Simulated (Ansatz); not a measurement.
A single point on AlBFH$_{3}$OS (`[OH][AlH][S]BF`).

```yaml
crystal:
  periodic: [false, false, false]
  atoms:
    - {symbol: O, position_ang: [-0.584068, 1.982852, 0.426894]}
    - {symbol: Al, position_ang: [0.533238, 0.838638, -0.117373]}
    - {symbol: S, position_ang: [0.881894, -1.008201, 1.172492]}
    - {symbol: B, position_ang: [-0.121410, -1.624574, -0.119442]}
    - {symbol: F, position_ang: [-0.509728, -0.638921, -1.050964]}
    - {symbol: H, position_ang: [-1.200855, 1.848459, 1.143173]}
    - {symbol: H, position_ang: [1.619122, 1.261143, -1.164659]}
    - {symbol: H, position_ang: [-0.525993, -2.716494, -0.345822]}
basis:
  gaussian: {orbitals: def2-QZVPP}
correlation: {method: mp2}
```

```sh
$ ansatz run in.yaml --threads 2 --pin off --events-out ev --progress --plain --max-ram 4352MiB
```

Shortened log:

```
Functional definition: HF
2422 factors; integrals over basis functions are off by at most 9.3e-4 eV
mean field evaluation 1: about -22866.8867 eV, gradient 4.6e1 eV
mean field evaluation 2: about -22867.0421 eV, gradient 4.7e1 eV
mean field evaluation 4: about -22871.2456 eV, gradient 3.4e0 eV
mean field evaluation 8: about -22871.3039 eV, gradient 2.8e-1 eV
mean field -22871.30430423 eV, -840.5049304534 hartree, gradient 2.4e-6 eV, S^2 0.000000; 0 other end points of the search recorded, 0 dependent functions left out
13 core orbitals not correlated: weight in the atoms' cores, before any rotation towards them, 1.000 or more for the frozen orbitals, at most 0.000 for the correlated occupied ones
reference -22871.30430423 eV, -840.5049304534 hartree; 14, 14 occupied and 374, 374 virtual orbitals, 2422 factors
second order -24.89630362 eV of doubles, -0.00000000 eV of singles
Total energy: -22896.20060785 eV, -841.4198527363 hartree
```

Hardware: 2 threads of an Arm Neoverse V1 on a shared host. Wall time 28 s, peak host memory 1.9 GiB.
